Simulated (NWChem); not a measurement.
CdH2Se; SMILES [SeH][CdH]

```xyz
4

Cd     0.0094    -1.0094     0.0000
H      0.0139    -2.6791     0.0000
Se     0.0287     1.4595     0.0000
H     -1.4429     1.5075     0.0000
```
Atoms are numbered in this order, from 1.

The geometry was optimised at PBE0/def2-SVP. Not confirmed as a minimum by frequencies. def2 effective core potentials on Cd; no spin-orbit coupling.

Symmetry labels are those of Cs in the frame above (b1 and b2, or b-type labels, depend on it).

List the 4 lowest vertical singlet excitations from PBE0/def2-SVPD with def2 effective core potentials on Cd, TDA (NWChem).


| state | energy (eV) | oscillator strength | symmetry | leading excitation (squared amplitude) |
|---|---|---|---|---|
| S1 | 4.63 | 0.002 | a" | HOMO → LUMO (0.97) |
| S2 | 4.79 | 0.043 | a" | HOMO → LUMO+1 (0.98) |
| S3 | 5.24 | 0.017 | a' | HOMO → LUMO+2 (0.89) |
| S4 | 5.67 | 0.007 | a" | HOMO → LUMO+3 (0.98) |
